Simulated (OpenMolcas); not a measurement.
Ag2+ among 6 point charges of -1.5 e arranged as a tetragonal octahedron (D4h). The axial distance is 0.91 times the equatorial one, R.

| Property | Result |
| --- | --- |
| Program | OpenMolcas |
| Method | CASSCF |
| Basis | ANO-RCC-VDZP [6s5p3d1f] |
| Scalar Hamiltonian | DKH2, point nucleus |
| Active space | 9 electrons in 5 orbitals (4d) |
| State averaging | 2S+1 = 2 even, 5 roots |
| Spin-orbit coupling | state interaction with AMFI integrals over the reference wave functions |

All point charges move together. At R = 2.03 Å the first state of the same spin is 3898 cm-1, and at R = 2.19 Å it is 3669 cm-1.

Task: A third run gives 3106 cm-1. What distance was it run at?

Result: With a power law R^-n the two known points give n = -ln(3669 / 3898) / ln(2.19 / 2.03) = 0.80. Then R = 2.03 × (3898 / 3106)^(1/0.80) = 2.696 Å. The run was at 2.33 Å, so the estimate is off by +0.366 Å.

Point charges carry no covalency, so the field is a model and not that of real ligands. No measured value stands beside these numbers.
